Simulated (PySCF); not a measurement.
## Charge on either side of a bond

Compound: isopropyl acetate, C5H10O2.
Atom-mapped SMILES: `[CH3:1][C:2](=[O:3])[O:4][CH:5]([CH3:6])[CH3:7]` (hydrogens: H8, H9, H10 on C1; H11 on C5; H12, H13, H14 on C6; H15, H16, H17 on C7)

Cartesian coordinates in Å at the PBE0-D3(BJ)/def2-TZVP level; atoms count from 1:
```
atom  x, y, z in Å
C1     2.581    0.960    0.317
C2     1.248    0.462    0.785
O3     0.977    0.176    1.921
O4     0.386    0.374   -0.237
C5    -0.938   -0.114    0.062
C6    -1.849    0.463   -0.995
C7    -0.929   -1.626    0.080
H8     3.021    0.233   -0.369
H9     3.237    1.103    1.171
H10    2.463    1.895   -0.233
H11   -1.209    0.262    1.051
H12   -2.878    0.149   -0.813
H13   -1.554    0.117   -1.989
H14   -1.815    1.554   -0.986
H15   -1.934   -2.003    0.284
H16   -0.262   -1.998    0.858
H17   -0.605   -2.017   -0.887
```

Atomic charges (e) from the PBE0/pcSseg-2 density (PySCF):

| atom | Mulliken | IAO | Hirshfeld | ESP-fitted |
| --- | --- | --- | --- | --- |
| C1 | -0.0586 | -0.4893 | -0.1304 | -0.6793 |
| C2 | +0.4308 | +0.5408 | +0.2123 | +0.8529 |
| O3 | -0.4289 | -0.4820 | -0.2611 | -0.5834 |
| O4 | -0.3919 | -0.3635 | -0.1011 | -0.5009 |
| C5 | +0.1685 | +0.0949 | +0.0429 | +0.6610 |
| C6 | -0.0403 | -0.4343 | -0.1295 | -0.6919 |
| C7 | -0.0474 | -0.4438 | -0.1317 | -0.6466 |
| H8 | +0.0421 | +0.1753 | +0.0601 | +0.1928 |
| H9 | +0.0604 | +0.1729 | +0.0580 | +0.1867 |
| H10 | +0.0415 | +0.1738 | +0.0584 | +0.1890 |
| H11 | +0.0313 | +0.1501 | +0.0414 | -0.0046 |
| H12 | +0.0271 | +0.1496 | +0.0505 | +0.1686 |
| H13 | +0.0243 | +0.1474 | +0.0453 | +0.1906 |
| H14 | +0.0417 | +0.1528 | +0.0465 | +0.1691 |
| H15 | +0.0265 | +0.1502 | +0.0504 | +0.1548 |
| H16 | +0.0541 | +0.1605 | +0.0448 | +0.1731 |
| H17 | +0.0191 | +0.1444 | +0.0434 | +0.1681 |

Problem. Cut each of the bonds C1–C2, C2–O4, O4–C5 and C6–C5 in turn and sum the charges on the side of the atom named first.

Solution. In e; the other side holds the opposite charge:

| bond cut | piece | atoms | Mulliken | IAO | Hirshfeld | ESP-fitted |
| --- | --- | --- | --- | --- | --- | --- |
| C1–C2 | CH3 | 4 | +0.085 | +0.033 | +0.046 | -0.111 |
| C2–O4 | C2H3O | 6 | +0.087 | +0.091 | -0.003 | +0.159 |
| O4–C5 | C2H3O2 | 7 | -0.305 | -0.272 | -0.104 | -0.342 |
| C6–C5 | CH3 | 4 | +0.053 | +0.015 | +0.013 | -0.164 |

Extremes among these pieces. Mulliken: lowest C2H3O2 at O4, highest C2H3O at C2; IAO: lowest C2H3O2 at O4, highest C2H3O at C2; Hirshfeld: lowest C2H3O2 at O4, highest CH3 at C1; ESP-fitted: lowest C2H3O2 at O4, highest C2H3O at C2.

Problem. Do the schemes agree better on the pieces than on the single atoms at the cuts?

Solution. The spread between schemes averages 0.203 e for the pieces and 0.578 e for the atoms named first; it is smaller for the piece at 4 of the 4 cuts. On average they agree better on the pieces. The sign differs between schemes (beyond ±0.03 e) for CH3 at C1 and CH3 at C6.

One conformer (not necessarily the lowest) at the PBE0-D3(BJ)/def2-TZVP geometry, without solvent, vibrations or thermal averaging.
